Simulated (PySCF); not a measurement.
SMILES [CH]=[SiH2], doublet at its B3LYP/def2-SVP optimised geometry (Å):

```
5

C     -1.3773     0.8311     0.0000
Si    -0.1300    -0.4424     0.0000
H     -0.9558     1.8573    -0.0002
H      1.3773    -0.4424     0.0000
H     -0.5871    -1.8573     0.0006
```

Computed with unrestricted B3LYP/def2-TZVP in PySCF.

Map of the log10 of the electron density (e/bohr³), floored at −4 on the plane z = 0.6 Å:

```
|                           |
|                           |
|        .....              |
|      .::---:.             |
|    ..:-=====-:            |
|   .:-==+***+=-.           |
|  .:-=+*####*+-:.          |
| .:-=+*#%%%%*+=-:.         |
| .:=+*#%%@@%#*+=-:.        |
| :-=+#%@@@@%#*+==-:..      |
| :-=*#%@@@@%%#*++==-:.     |
| :-=*#%@@@@@%%#**++=-:.    |
| .-=+#%@@@@@@%%###*+=-:    |
| .:=+*#%%@@@@@%%%%#*+=:.   |
|  :-=+*##%%@@@@%%%%#*=-.   |
|  .:-=+**#%%@@%%%%%#*=-.   |
|   .:-=+*#%%@%%%%%#*+=:.   |
|    .:-=+#%%@%%###*+=-:    |
|     .-=+#%@%%#**++=-:.    |
|     .:=+#%%%#*++=--:.     |
|      :-+*#%##*+=-:..      |
|      .-=+****+=:..        |
|       :-=+++=-:.          |
|       .:-----:.           |
|         .:::..            |
|                           |
|                           |
```
Scale: ten equal steps from -4.00 (start of ' ') to -0.952 (end of '@'), in the order ' .:-=+*#%@'; x runs from -4.00 to 4.00, y from -4.00 (bottom) to 4.00 (top).
